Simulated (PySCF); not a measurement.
# Radial density of Cr²⁺ (chromium, charge +2)

UHF, [Ar] 3d4, high-spin 5D determinant. All numbers are calculated (PySCF 2.14, no relativity, point nucleus, in aug-cc-pVDZ (7s6p4d2f, 59 functions)).

```csv
r (bohr),4πr²ρ (e/bohr),4πr²(ρα − ρβ)
0.000867,0.08443,0.0000
0.00146,0.2322,0.0000
0.00245,0.6263,0.0000
0.00413,1.635,0.0000
0.00694,4.042,0.0000
0.0117,9.119,-0.0001
0.0196,17.66,-0.0001
0.0330,26.61,-0.0001
0.0556,27.55,0.0008
0.0935,21.90,0.0087
0.157,28.03,0.0741
0.264,27.62,0.4736
0.445,10.97,1.7837
0.748,13.31,3.2164
1.26,6.981,2.3353
2.12,0.9011,0.6127
3.56,0.03825,0.0371
10.1,1.466e-05,0.0000
```
